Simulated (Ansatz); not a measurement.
One geometry of Si₅₀H₅₄, a nanocrystal cut from hexagonal silicon, several levels of theory.

```yaml
crystal:
  periodic: [false, false, false]
  atoms:
    - {symbol: Si, position_ang: [-1.241335, -5.122874, -1.569086]}
    - {symbol: Si, position_ang: [-3.179494, -4.052664, -0.769634]}
    - {symbol: Si, position_ang: [-1.356552, -5.183284, 2.479770]}
    - {symbol: Si, position_ang: [-3.241870, -4.091112, 1.595922]}
    - {symbol: Si, position_ang: [-3.179711, -1.837110, -3.896611]}
    - {symbol: Si, position_ang: [-3.168471, -1.829887, -1.533752]}
    - {symbol: Si, position_ang: [-5.098459, -0.726462, -0.770513]}
    - {symbol: Si, position_ang: [-3.263099, -1.883457, 2.407555]}
    - {symbol: Si, position_ang: [-5.163488, -0.760366, 1.595099]}
    - {symbol: Si, position_ang: [-5.053985, 1.486575, -1.571417]}
    - {symbol: Si, position_ang: [-5.165148, 1.418986, 2.477779]}
    - {symbol: Si, position_ang: [2.607216, -5.096456, -1.393789]}
    - {symbol: Si, position_ang: [0.640033, -4.044071, -0.660152]}
    - {symbol: Si, position_ang: [0.569751, -4.077127, 1.703644]}
    - {symbol: Si, position_ang: [0.647137, -1.842397, -3.823987]}
    - {symbol: Si, position_ang: [-1.254597, -0.725828, -4.649826]}
    - {symbol: Si, position_ang: [0.645952, -1.836287, -1.460061]}
    - {symbol: Si, position_ang: [-1.272386, -0.735988, -0.672533]}
    - {symbol: Si, position_ang: [0.583807, -1.871823, 2.508185]}
    - {symbol: Si, position_ang: [-1.322527, -0.763935, 1.693343]}
    - {symbol: Si, position_ang: [0.706522, -1.839557, 4.866874]}
    - {symbol: Si, position_ang: [-0.994529, -0.574208, 5.892926]}
    - {symbol: Si, position_ang: [-1.268879, 1.479442, -3.824196]}
    - {symbol: Si, position_ang: [-1.264481, 1.475319, -1.460443]}
    - {symbol: Si, position_ang: [-3.178919, 2.575826, -0.661852]}
    - {symbol: Si, position_ang: [-1.327565, 1.441257, 2.507455]}
    - {symbol: Si, position_ang: [-3.243355, 2.533054, 1.701949]}
    - {symbol: Si, position_ang: [-1.238973, 1.531431, 4.866245]}
    - {symbol: Si, position_ang: [-3.104676, 4.804969, -1.397377]}
    - {symbol: Si, position_ang: [4.559104, -4.002406, -0.656035]}
    - {symbol: Si, position_ang: [4.869914, -3.968125, 1.687008]}
    - {symbol: Si, position_ang: [4.493401, -1.829267, -3.825937]}
    - {symbol: Si, position_ang: [2.567736, -0.743798, -4.623724]}
    - {symbol: Si, position_ang: [4.490387, -1.793386, -1.461139]}
    - {symbol: Si, position_ang: [2.551371, -0.739588, -0.645054]}
    - {symbol: Si, position_ang: [4.457811, -1.803283, 2.524934]}
    - {symbol: Si, position_ang: [2.502329, -0.774690, 1.716476]}
    - {symbol: Si, position_ang: [2.546176, 1.466316, -3.813652]}
    - {symbol: Si, position_ang: [0.643903, 2.591288, -4.624319]}
    - {symbol: Si, position_ang: [2.539847, 1.463236, -1.448033]}
    - {symbol: Si, position_ang: [0.638499, 2.576134, -0.645572]}
    - {symbol: Si, position_ang: [2.486250, 1.433476, 2.524489]}
    - {symbol: Si, position_ang: [0.582928, 2.552653, 1.716013]}
    - {symbol: Si, position_ang: [0.670188, 4.801934, -3.827259]}
    - {symbol: Si, position_ang: [0.697681, 4.781883, -1.462495]}
    - {symbol: Si, position_ang: [-1.180873, 5.947330, -0.659255]}
    - {symbol: Si, position_ang: [0.669970, 4.760401, 2.524441]}
    - {symbol: Si, position_ang: [-0.996842, 6.200400, 1.683753]}
    - {symbol: Si, position_ang: [4.440086, 2.561233, -0.613345]}
    - {symbol: Si, position_ang: [4.415012, 2.545699, 1.756368]}
    - {symbol: H, position_ang: [-1.241152, -6.583026, -1.186473]}
    - {symbol: H, position_ang: [-1.185719, -5.026511, -3.073892]}
    - {symbol: H, position_ang: [-4.417797, -4.736825, -1.302448]}
    - {symbol: H, position_ang: [-1.328181, -6.633254, 2.062566]}
    - {symbol: H, position_ang: [-1.390724, -5.120642, 3.987376]}
    - {symbol: H, position_ang: [-4.504750, -4.791469, 2.041852]}
    - {symbol: H, position_ang: [-3.203348, -3.261818, -4.394455]}
    - {symbol: H, position_ang: [-4.425664, -1.146520, -4.395427]}
    - {symbol: H, position_ang: [-6.310183, -1.456174, -1.303971]}
    - {symbol: H, position_ang: [-3.295330, -1.902191, 3.917157]}
    - {symbol: H, position_ang: [-6.401640, -1.504170, 2.039973]}
    - {symbol: H, position_ang: [-4.941666, 1.484589, -3.076161]}
    - {symbol: H, position_ang: [-6.318137, 2.218139, -1.190603]}
    - {symbol: H, position_ang: [-6.405937, 2.169284, 2.059632]}
    - {symbol: H, position_ang: [-5.128323, 1.359258, 3.985438]}
    - {symbol: H, position_ang: [2.615328, -6.532541, -0.929922]}
    - {symbol: H, position_ang: [2.620174, -5.093657, -2.904237]}
    - {symbol: H, position_ang: [1.793351, -4.795293, 2.222736]}
    - {symbol: H, position_ang: [0.640151, -3.271593, -4.315776]}
    - {symbol: H, position_ang: [-1.186490, -0.686932, -6.159264]}
    - {symbol: H, position_ang: [0.673728, -3.253677, 5.393872]}
    - {symbol: H, position_ang: [2.035478, -1.238933, 5.255000]}
    - {symbol: H, position_ang: [-2.297576, -1.326749, 5.838440]}
    - {symbol: H, position_ang: [-0.637895, -0.367753, 7.345570]}
    - {symbol: H, position_ang: [-2.509233, 2.189041, -4.316637]}
    - {symbol: H, position_ang: [-3.251474, 3.952113, 2.220070]}
    - {symbol: H, position_ang: [-2.480259, 2.210146, 5.392646]}
    - {symbol: H, position_ang: [-0.054506, 2.382199, 5.254613]}
    - {symbol: H, position_ang: [-3.094535, 4.812910, -2.907854]}
    - {symbol: H, position_ang: [-4.344406, 5.531092, -0.935420]}
    - {symbol: H, position_ang: [5.737100, -4.713524, -1.284002]}
    - {symbol: H, position_ang: [4.039691, -5.007793, 2.393310]}
    - {symbol: H, position_ang: [6.323298, -4.283021, 1.952422]}
    - {symbol: H, position_ang: [4.521680, -3.260436, -4.304074]}
    - {symbol: H, position_ang: [5.731523, -1.138001, -4.341137]}
    - {symbol: H, position_ang: [2.535469, -0.724189, -6.134565]}
    - {symbol: H, position_ang: [5.693173, -1.024223, -0.966382]}
    - {symbol: H, position_ang: [4.444115, -1.808335, 4.033473]}
    - {symbol: H, position_ang: [5.619970, -0.947742, 2.079667]}
    - {symbol: H, position_ang: [3.789682, 2.183582, -4.288823]}
    - {symbol: H, position_ang: [0.644732, 2.552988, -6.135160]}
    - {symbol: H, position_ang: [2.448518, 1.411891, 4.035681]}
    - {symbol: H, position_ang: [-0.552967, 5.544829, -4.306432]}
    - {symbol: H, position_ang: [1.890084, 5.525615, -4.341571]}
    - {symbol: H, position_ang: [1.965712, 5.437589, -0.967287]}
    - {symbol: H, position_ang: [-1.206744, 7.322412, -1.288626]}
    - {symbol: H, position_ang: [0.656226, 4.750610, 4.032929]}
    - {symbol: H, position_ang: [1.993510, 5.337289, 2.081563]}
    - {symbol: H, position_ang: [-2.313564, 6.003450, 2.388734]}
    - {symbol: H, position_ang: [-0.541396, 7.616273, 1.948577]}
    - {symbol: H, position_ang: [5.682905, 1.870640, -1.117591]}
    - {symbol: H, position_ang: [4.460938, 3.983127, -1.116943]}
    - {symbol: H, position_ang: [5.648508, 1.848083, 2.272534]}
    - {symbol: H, position_ang: [4.430356, 3.962535, 2.273027]}
basis:
  gaussian: {orbitals: def2-SVP, fitting: {mean_field: def2-universal-jkfit}, initial_orbitals: start.molden}
hamiltonian: {xc: r2scan, dispersion: d4}
scf: {omitted_lower_state_checks: [starts]}
output: {orbitals: {seedname: orbitals}}
```

The file start.molden holds the orbitals of an earlier run on this structure, at another level or in another basis.

```sh
$ ansatz run in.yaml --threads 11 --pin off --events-out ev --progress --plain --max-ram 174080MiB --backend cuda --devices 0, --max-vram 75GiB
```

Output, abridged:

```
Functional definition: r2SCAN
7372 factors; integrals over basis functions are off by at most 3.2e-1 eV
mean field evaluation 1: about -394626.0826 eV, gradient 1.4e1 eV
mean field evaluation 2: about -394626.4489 eV, gradient 4.2e-1 eV
mean field evaluation 4: about -394626.3675 eV, gradient 1.7e-3 eV
mean field -394626.36745875 eV, -14502.2515167501 hartree, gradient 1.7e-5 eV, S^2 0.000000; 0 other end points of the search recorded, 0 dependent functions left out
reference -394626.36749716 eV, -14502.2515181614 hartree; 377, 377 occupied and 793, 793 virtual orbitals, 7372 factors
Total energy: -394629.61414948 eV, -14502.3708304338 hartree
Checks for a lower state left out: starts
```

Hardware: 11 threads of AMD EPYC 7R13 on a shared host and a whole NVIDIA H100 80GB HBM3. Wall time 14 s, peak host memory 1.9 GiB.

The first input with `hamiltonian: {xc: pbe0, dispersion: d4}`, `output: {forces: true, orbitals: {seedname: orbitals}}` (abridged; 31 s):

```
Functional definition: PBE0
mean field -394495.56221118 eV, -14497.4445125647 hartree, gradient 1.1e-5 eV, S^2 0.000000
Total energy: -394505.16494184 eV, -14497.7974064075 hartree
Atom 0 force     0.003291    -0.091206    -0.080745 eV/Å
Atom 1 force    -0.086055    -0.040898    -0.029631 eV/Å
Atom 2 force     0.017079    -0.078515     0.069085 eV/Å
Atom 3 force    -0.082591    -0.039681     0.038180 eV/Å
Atom 4 force    -0.084802    -0.049680    -0.053324 eV/Å
Atom 5 force     0.005405     0.003409     0.013934 eV/Å
Atom 6 force    -0.076542    -0.053675    -0.029943 eV/Å
Atom 7 force    -0.017868    -0.011312     0.104431 eV/Å
Atom 8 force    -0.074289    -0.053024     0.036209 eV/Å
Atom 9 force    -0.076999     0.047312    -0.080395 eV/Å
Atom 10 force    -0.062125     0.056150     0.070369 eV/Å
Atom 11 force     0.002336    -0.100797    -0.073146 eV/Å
Atom 12 force     0.001622     0.018265    -0.007451 eV/Å
Atom 13 force     0.087160    -0.048514     0.035496 eV/Å
Atom 14 force    -0.002764    -0.090953    -0.032839 eV/Å
Atom 15 force     0.006274     0.002951    -0.086518 eV/Å
Atom 16 force    -0.002309     0.003211     0.014222 eV/Å
Atom 17 force     0.008018     0.005029    -0.006160 eV/Å
Atom 18 force     0.004358     0.004275    -0.019895 eV/Å
Atom 19 force     0.015621     0.008847    -0.001607 eV/Å
Atom 20 force     0.094569    -0.067559     0.064374 eV/Å
Atom 21 force    -0.059077    -0.034742     0.089062 eV/Å
Atom 22 force    -0.080028     0.043066    -0.035201 eV/Å
Atom 23 force     0.001063    -0.002998     0.014266 eV/Å
Atom 24 force     0.016599    -0.007799    -0.007804 eV/Å
Atom 25 force     0.006674     0.000612    -0.020562 eV/Å
Atom 26 force     0.004317     0.096492     0.033563 eV/Å
Atom 27 force    -0.012275     0.116054     0.063022 eV/Å
Atom 28 force    -0.086237     0.049807    -0.073974 eV/Å
Atom 29 force     0.063596    -0.039865    -0.047054 eV/Å
Atom 30 force     0.051637    -0.099680     0.067784 eV/Å
Atom 31 force     0.084563    -0.049382    -0.062464 eV/Å
Atom 32 force    -0.009514     0.003071    -0.088627 eV/Å
Atom 33 force     0.072032     0.049564     0.034317 eV/Å
Atom 34 force    -0.014288     0.000640    -0.002641 eV/Å
Atom 35 force     0.078948     0.063926     0.080020 eV/Å
Atom 36 force    -0.000595     0.010586    -0.003607 eV/Å
Atom 37 force     0.085438     0.049573    -0.022617 eV/Å
Atom 38 force    -0.001595    -0.009457    -0.088812 eV/Å
Atom 39 force    -0.006036    -0.003477     0.010463 eV/Å
Atom 40 force    -0.006307    -0.012588    -0.002598 eV/Å
Atom 41 force    -0.001396    -0.000215     0.089354 eV/Å
Atom 42 force     0.007271    -0.007597    -0.003977 eV/Å
Atom 43 force     0.000099     0.097834    -0.062883 eV/Å
Atom 44 force     0.079439     0.036041     0.033621 eV/Å
Atom 45 force    -0.001770     0.075489    -0.047560 eV/Å
Atom 46 force     0.095170     0.033030     0.079326 eV/Å
Atom 47 force    -0.061923     0.098686     0.068300 eV/Å
Atom 48 force     0.086412     0.048820    -0.066708 eV/Å
Atom 49 force     0.076703     0.044531     0.062299 eV/Å
Atom 50 force    -0.000803     0.185123    -0.038415 eV/Å
Atom 51 force    -0.008218    -0.006012     0.183802 eV/Å
Atom 52 force     0.159017     0.084593     0.063897 eV/Å
Atom 53 force    -0.002922     0.182913     0.039470 eV/Å
Atom 54 force    -0.001150    -0.000363    -0.185190 eV/Å
Atom 55 force     0.156356     0.094161    -0.059639 eV/Å
Atom 56 force     0.009651     0.175732     0.062762 eV/Å
Atom 57 force     0.157005    -0.078993     0.062991 eV/Å
Atom 58 force     0.152315     0.095268     0.064948 eV/Å
Atom 59 force     0.000012     0.000858    -0.205259 eV/Å
Atom 60 force     0.158967     0.090764    -0.057666 eV/Å
Atom 61 force    -0.008988    -0.002913     0.184051 eV/Å
Atom 62 force     0.159102    -0.093165    -0.038039 eV/Å
Atom 63 force     0.156639    -0.094529     0.040083 eV/Å
Atom 64 force    -0.001498    -0.001560    -0.185161 eV/Å
Atom 65 force    -0.003258     0.178909    -0.050001 eV/Å
Atom 66 force    -0.005322     0.004802     0.180855 eV/Å
Atom 67 force    -0.168447     0.098225    -0.068291 eV/Å
Atom 68 force     0.003736     0.175887     0.059905 eV/Å
Atom 69 force    -0.008001    -0.004343     0.187947 eV/Å
Atom 70 force    -0.001609     0.171880    -0.069098 eV/Å
Atom 71 force    -0.165906    -0.065986    -0.045529 eV/Å
Atom 72 force     0.171471     0.099908     0.010468 eV/Å
Atom 73 force    -0.041039    -0.024112    -0.182129 eV/Å
Atom 74 force     0.153960    -0.084879     0.060533 eV/Å
Atom 75 force    -0.001799    -0.194944    -0.067213 eV/Å
Atom 76 force     0.148140    -0.087031    -0.068860 eV/Å
Atom 77 force    -0.140383    -0.111590    -0.045223 eV/Å
Atom 78 force     0.001540    -0.006052     0.181221 eV/Å
Atom 79 force     0.154028    -0.091768    -0.049549 eV/Å
Atom 80 force    -0.144677     0.090121     0.080473 eV/Å
Atom 81 force     0.118232     0.139753    -0.101106 eV/Å
Atom 82 force    -0.186653     0.045643    -0.032922 eV/Å
Atom 83 force    -0.010500     0.174134     0.059072 eV/Å
Atom 84 force    -0.155988    -0.080126     0.067595 eV/Å
Atom 85 force     0.003214    -0.001792     0.189439 eV/Å
Atom 86 force    -0.143264    -0.094027    -0.056831 eV/Å
Atom 87 force    -0.003005    -0.007708    -0.187875 eV/Å
Atom 88 force    -0.140294    -0.104767     0.046530 eV/Å
Atom 89 force    -0.153639    -0.088627     0.056890 eV/Å
Atom 90 force     0.000065     0.003684     0.189681 eV/Å
Atom 91 force     0.000467     0.000057    -0.180598 eV/Å
Atom 92 force     0.145050    -0.096701     0.058665 eV/Å
Atom 93 force    -0.148356    -0.094904     0.067756 eV/Å
Atom 94 force    -0.154235    -0.075761    -0.055771 eV/Å
Atom 95 force     0.005934    -0.169231     0.081817 eV/Å
Atom 96 force    -0.008216     0.002113    -0.187569 eV/Å
Atom 97 force    -0.161535    -0.066574     0.045780 eV/Å
Atom 98 force     0.183628     0.032139    -0.101006 eV/Å
Atom 99 force    -0.055009    -0.185732    -0.033218 eV/Å
Atom 100 force    -0.153329     0.079370     0.060595 eV/Å
Atom 101 force    -0.007292    -0.172672     0.061175 eV/Å
Atom 102 force    -0.153910     0.081154    -0.065054 eV/Å
Atom 103 force    -0.007590    -0.173986    -0.064141 eV/Å
Dipole moment:    -0.105821    -0.059594    -0.017164 e Å
Checks for a lower state left out: starts
```

Geometry: PBE-D4/def2-SVP.

Single mean-field runs in def2-SVP are fitted with def2-universal-jkfit.
